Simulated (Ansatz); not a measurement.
Cost and result for the atomization energy of FH3OSi2 (7 atoms, 6 bonds).

| atom | x (Å) | y (Å) | z (Å) |
| --- | --- | --- | --- |
| F1 | -1.291 | -1.863 | 0.692 |
| Si2 | -0.168 | -0.924 | 1.368 |
| O3 | 0.332 | 0.127 | 0.197 |
| Si4 | 0.277 | 1.018 | -1.145 |
| H5 | 1.013 | -1.833 | 1.557 |
| H6 | -1.087 | 1.135 | -1.726 |
| H7 | 0.924 | 2.341 | -0.944 |

Total charge 0; spin multiplicity 1. The bonds changed during the relaxation, so this is another structure than the one it started from. All single points use the PBE0-D4/def2-TZVP geometry. Program: Ansatz. All runs use 2 threads of an Arm Neoverse V2 on a shared host. Times are those of one run each, without the atoms' runs, and a repeat can differ threefold. Electronic energies, without spin–orbit coupling; frozen cores. CCSD(T)/CBS adds CCSD(T) − MP2 in def2-TZVPP to the MP2 limit, and its time is that of the two runs behind it. T1 = 0.042; the RHF reference is unstable towards UHF. HSE06 is the plane-wave form, built on full-range PBE exchange.

CCSD(T)/CBS is a level of theory with its own doubt, some kJ/mol a heavy atom from the limit and from the frozen cores, so smaller differences don't rank the functionals.

| level | functions | wall time |
| --- | --- | --- |
| PBE0-D4/def2-TZVPP | 188 | 2.6 s |
| CAM-B3LYP-D4/def2-TZVPP | 188 | 3.1 s |
| HSE06-D4/def2-TZVPP | 188 | 3.4 s |
| BLYP-D4/def2-TZVPP | 188 | 3.6 s |
| PBE-QIDH/def2-TZVPP | 188 | 4.6 s |
| B2PLYP/def2-TZVPP | 188 | 4.7 s |
| CCSD(T)/def2-SVP | 79 | 4.8 s |
| r2SCAN-D4/def2-TZVPP (with forces) | 188 | 4.8 s |
| r2SCANh-D4/def2-TZVPP | 188 | 6 s |
| ωB97M-V/def2-TZVPP (with forces) | 188 | 11 s |
| MP2/def2-QZVPP | 344 | 32 s |
| CCSD(T)/def2-TZVPP | 188 | 110 s |
| CCSD(T)/CBS(def2) | – | 2.4 min |

(1) What atomization energy does each give, and how far from CCSD(T)/CBS? (Estimate.)

Results:

(1) Computed: 
```csv
level,atomization (kcal/mol),difference from CCSD(T)/CBS,per bond
PBE0-D4/def2-TZVPP,539.6,-27.2,-4.5
CAM-B3LYP-D4/def2-TZVPP,546.1,-20.7,-3.4
HSE06-D4/def2-TZVPP,541.0,-25.8,-4.3
BLYP-D4/def2-TZVPP,562.3,-4.5,-0.7
PBE-QIDH/def2-TZVPP,536.3,-30.5,-5.1
B2PLYP/def2-TZVPP,548.2,-18.6,-3.1
CCSD(T)/def2-SVP,510.4,-56.4,-9.4
r2SCAN-D4/def2-TZVPP (with forces),557.2,-9.6,-1.6
r2SCANh-D4/def2-TZVPP,548.2,-18.6,-3.1
ωB97M-V/def2-TZVPP (with forces),541.9,-24.9,-4.1
MP2/def2-QZVPP,564.1,-2.7,-0.4
CCSD(T)/def2-TZVPP,547.3,-19.5,-3.2
CCSD(T)/CBS(def2),566.8,0.0,0.0
```

From PBE to PBE0 (25 % exact exchange), in def2-TZVPP and without D4, the atomization energy moves by −22.9 kcal/mol: exact exchange takes away binding that semilocal exchange gives to molecules. At CCSD(T), def2-SVP lies −56.4 kcal/mol from the extrapolated value and def2-TZVPP −19.5 kcal/mol: correlation converges slowly with the basis, and small sets miss more of it in the bonded molecule than in its fragments. The D4 term adds +6.0 kcal/mol with B3LYP and +3.1 kcal/mol with PBE0; it sums over pairs of atoms, weighted by their polarisabilities, and B3LYP, whose exchange is more repulsive, gets the larger term.

B3LYP here is the variant with VWN-RPA as its local correlation; programs differ in this.
